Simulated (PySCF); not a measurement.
## A small calculation by hand: chemical shift, span and skew from a shielding tensor

Si(H)(F)(Cl)(OH) (ClFH₂OSi), SMILES O[SiH](F)Cl. Atoms are numbered in the order given.

```xyz
6

Si    -0.0168     0.1045     0.5661
O     -1.4461    -0.6763     0.8495
F     -0.2629     1.6942     0.3075
Cl     0.9054    -0.6155    -1.1382
H      0.8362    -0.0746     1.7646
H     -2.0583    -0.7613     0.0972
```
Charge 0, spin multiplicity 1.

The structure is a stationary point at PBE-D3(BJ)/def2-SVP. The values are those of a single conformer.

GIAO shieldings from PBE0/pcSseg-2 in PySCF, non-relativistic, no solvent. The symmetric part of the tensor of F3 has the principal values 233.2, 271.0, 364.4 ppm. The same nucleus in CFCl3 has σ = 165.8 ppm at this level (PySCF, at its B3LYP-D3(BJ)/def2-TZVP geometry). Without spin–orbit terms, shifts of atoms bonded to Cl or Br come out too high.

Question: Work out the isotropic shielding, the ¹⁹F shift against CFCl3, the span and the skew.

Answer: 
σ(iso) = (σ11 + σ22 + σ33)/3 = 289.5 ppm. δ = σ(ref) − σ(iso) = 165.8 − (289.5) = -123.7 ppm.
Span Ω = σ33 − σ11 = 131.2 ppm. Skew κ = 3(σ(iso) − σ22)/Ω = 0.42. Tumbling in solution averages the tensor to δ; in a static solid the shielding alone would spread this spin-1/2 line over Ω.
